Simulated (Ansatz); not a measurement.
[9]cycloparaphenylene, `c1cc2ccc1-c1ccc(cc1)-c1ccc(cc1)-c1ccc(cc1)-c1ccc(cc1)-c1ccc(cc1)-c1ccc(cc1)-c1ccc(cc1)-c1ccc-2cc1`, relaxed as a singlet with RKS PBE-D4/def2-SVP in Ansatz, starting from the GFN2-xTB geometry. Force threshold 0.03 eV/Å.

Single mean-field runs in def2-SVP are fitted with def2-universal-jkfit.

Start:

```xyz
90

C    -0.209    6.193    2.243
C    -0.734    5.619    3.384
C    -0.036    4.620    4.065
C     1.285    4.376    3.684
C     1.814    4.957    2.553
C     1.036    5.797    1.755
C     1.424    5.945    0.347
C     0.469    5.590   -0.607
C     0.845    5.240   -1.884
C     2.188    5.254   -2.271
C     3.107    5.809   -1.376
C     2.736    6.134   -0.085
C     2.583    4.436   -3.423
C     1.686    4.108   -4.443
C     1.854    2.964   -5.193
C     2.939    2.113   -4.971
C     3.958    2.582   -4.138
C     3.780    3.714   -3.374
C     2.839    0.697   -5.336
C     2.108    0.215   -6.423
C     1.685   -1.100   -6.467
C     1.974   -1.984   -5.426
C     2.850   -1.541   -4.431
C     3.271   -0.233   -4.387
C     1.212   -3.206   -5.146
C    -0.161   -3.231   -5.401
C    -0.994   -4.076   -4.701
C    -0.487   -4.919   -3.708
C     0.900   -5.063   -3.637
C     1.734   -4.228   -4.348
C    -1.316   -5.366   -2.584
C    -1.011   -6.456   -1.767
C    -1.543   -6.564   -0.496
C    -2.401   -5.586    0.009
C    -2.835   -4.594   -0.874
C    -2.305   -4.486   -2.139
C    -2.650   -5.361    1.437
C    -3.774   -4.659    1.880
C    -3.757   -3.986    3.082
C    -2.624   -4.002    3.900
C    -1.615   -4.912    3.571
C    -1.623   -5.570    2.359
C    -2.400   -2.898    4.840
C    -3.436   -2.133    5.383
C    -3.207   -0.850    5.843
C    -1.928   -0.298    5.806
C    -0.868   -1.136    5.459
C    -1.100   -2.404    4.977
C    -1.656    1.145    5.806
C    -2.428    1.946    4.964
C    -1.956    3.164    4.525
C    -0.700    3.629    4.920
C    -0.029    2.922    5.920
C    -0.496    1.696    6.350
H    -0.792    6.917    1.692
H    -1.719    5.907    3.722
H     1.864    3.640    4.222
H     2.802    4.675    2.220
H    -0.563    5.480   -0.308
H     0.096    4.855   -2.560
H     4.137    5.939   -1.676
H     3.481    6.494    0.610
H     0.808    4.717   -4.603
H     1.084    2.676   -5.893
H     4.872    2.016   -4.035
H     4.540    3.987   -2.657
H     1.830    0.888   -7.222
H     1.082   -1.434   -7.300
H     3.119   -2.205   -3.623
H     3.860    0.096   -3.545
H    -0.591   -2.509   -6.080
H    -2.060   -4.031   -4.875
H     1.329   -5.769   -2.941
H     2.804   -4.321   -4.228
H    -0.314   -7.206   -2.114
H    -1.253   -7.397    0.130
H    -3.518   -3.832   -0.529
H    -2.588   -3.645   -2.753
H    -4.643   -4.582    1.244
H    -4.598   -3.362    3.343
H    -0.779   -5.055    4.240
H    -0.774   -6.178    2.084
H    -4.442   -2.525    5.397
H    -4.037   -0.253    6.194
H     0.140   -0.745    5.465
H    -0.266   -2.979    4.605
H    -3.354    1.557    4.567
H    -2.518    3.713    3.784
H     0.895    3.312    6.323
H     0.069    1.134    7.080
```

```csv
step,energy (eV),largest force component (eV/Å),SCF passes
1,-56474.8617,0.690,22
2,-56475.6533,0.179,21
3,-56475.7606,0.037,20
4 (rejected),-56475.7455,0.212,20
5,-56475.7732,0.016,19
6,-56475.7828,0.037,19
7,-56475.7860,0.044,19
8,-56475.7886,0.033,20
9,-56475.7906,0.015,20
10,-56475.7916,0.013,20
11,-56475.7920,0.009,20
```

Force components are those of the run's own axes.

End:

```xyz
90

C    -0.208    6.235    2.237
C    -0.761    5.653    3.381
C    -0.040    4.702    4.144
C     1.330    4.540    3.827
C     1.886    5.126    2.687
C     1.098    5.899    1.803
C     1.534    6.048    0.394
C     0.579    5.872   -0.634
C     0.964    5.521   -1.928
C     2.326    5.332   -2.269
C     3.280    5.723   -1.296
C     2.895    6.066    0.004
C     2.675    4.500   -3.446
C     1.734    4.208   -4.464
C     1.854    3.064   -5.258
C     2.934    2.164   -5.093
C     3.994    2.598   -4.261
C     3.863    3.729   -3.451
C     2.804    0.748   -5.514
C     1.868    0.306   -6.482
C     1.437   -1.024   -6.524
C     1.918   -1.985   -5.598
C     2.999   -1.583   -4.778
C     3.429   -0.257   -4.737
C     1.181   -3.226   -5.259
C    -0.218   -3.308   -5.464
C    -1.008   -4.194   -4.729
C    -0.445   -5.031   -3.735
C     0.968   -5.114   -3.709
C     1.760   -4.242   -4.460
C    -1.247   -5.537   -2.595
C    -0.767   -6.502   -1.675
C    -1.306   -6.613   -0.388
C    -2.357   -5.767    0.046
C    -2.964   -4.958   -0.944
C    -2.426   -4.847   -2.225
C    -2.638   -5.486    1.474
C    -3.799   -4.784    1.880
C    -3.833   -4.070    3.079
C    -2.716   -4.037    3.951
C    -1.668   -4.945    3.661
C    -1.624   -5.641    2.451
C    -2.541   -2.914    4.904
C    -3.606   -2.060    5.286
C    -3.368   -0.769    5.767
C    -2.050   -0.269    5.902
C    -0.996   -1.196    5.727
C    -1.235   -2.481    5.239
C    -1.729    1.178    5.906
C    -2.527    2.061    5.141
C    -2.028    3.289    4.701
C    -0.709    3.701    5.009
C    -0.003    2.918    5.955
C    -0.498    1.685    6.390
H    -0.825    6.914    1.628
H    -1.802    5.891    3.650
H     1.941    3.828    4.401
H     2.914    4.855    2.401
H    -0.492    5.868   -0.382
H     0.179    5.255   -2.649
H     4.353    5.693   -1.539
H     3.672    6.291    0.751
H     0.835    4.833   -4.575
H     1.028    2.808   -5.937
H     4.905    1.988   -4.171
H     4.660    3.947   -2.725
H     1.419    1.031   -7.178
H     0.661   -1.307   -7.251
H     3.425   -2.290   -4.052
H     4.176    0.023   -3.981
H    -0.716   -2.582   -6.124
H    -2.100   -4.164   -4.866
H     1.462   -5.792   -2.998
H     2.853   -4.291   -4.344
H     0.092   -7.136   -1.945
H    -0.857   -7.332    0.314
H    -3.795   -4.293   -0.670
H    -2.856   -4.098   -2.906
H    -4.662   -4.715    1.201
H    -4.706   -3.433    3.284
H    -0.817   -5.038    4.352
H    -0.723   -6.226    2.214
H    -4.647   -2.386    5.141
H    -4.223   -0.110    5.982
H     0.045   -0.859    5.839
H    -0.370   -3.110    4.986
H    -3.500    1.717    4.759
H    -2.627    3.873    3.987
H     0.987    3.248    6.305
H     0.113    1.071    7.070
```

By distances, no bond broke or formed. The bond that changes most is C7–C12, from 1.39 to 1.42 Å (atoms count from 1).

The force fell under the threshold at step 5, but the optimiser went on and released 0.019 eV more. No frequencies were taken in this run, so the end may be a saddle point.

Run time 62 s (4 threads of AMD EPYC 7R13 on a shared host and a share (37 GiB) of an NVIDIA H100 80GB HBM3), peak host memory 1.4 GiB.
